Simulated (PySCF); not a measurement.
**InH: frontier orbitals**

PBE0 at R = 1.857 Å; PySCF, scalar-relativistic core potentials, basis sets In cc-pVTZ-PP with ECP28, H cc-pVTZ. State: ¹Σ⁺ (singlet), closed shell. Only the outer orbitals are listed, counted within each symmetry, core potentials removing the inner ones.

```tsv
orbital	occ.	ε (eV)	on In (%)	main shells (%)
1δ	2	-21.02	100	100 In d
1δ	2	-21.02	100	100 In d
2π	2	-20.71	100	100 In d
2π	2	-20.71	100	100 In d
3σ	2	-20.70	99	99 In d
4σ	2	-10.12	76	73 In s, 24 H s
5σ	2	-5.69	65	40 In p, 35 H s, 23 In s
3π	0	-1.75	100	100 In p
3π	0	-1.75	100	100 In p
6σ	0	1.30	82	64 In p, 19 H s, 14 In s
```

**Question.** Which are the highest filled and the lowest empty level, where do they sit, and how wide is the gap?

**Answer.** Highest filled 5σ at -5.69 eV (in %: 40 In p, 35 H s, 23 In s); lowest empty 3π at -1.75 eV (in %: 100 In p); the gap at PBE0 is 3.94 eV.

| Quantity | Value |
| --- | --- |
| bond order (Mayer) | 0.93 |
| ⟨S²⟩ | 0.000 |
| charge on In (Mulliken, basis-dependent) | 0.20 |
| charge on In (Löwdin, basis-dependent) | 0.25 |
| dipole moment (positive dipole means In(−)H(+)) | -0.77 D |
| polarisability along the bond | 59.2 bohr³ |
| polarisability across the bond | 42.0 bohr³ |

Spin–orbit coupling is left out.
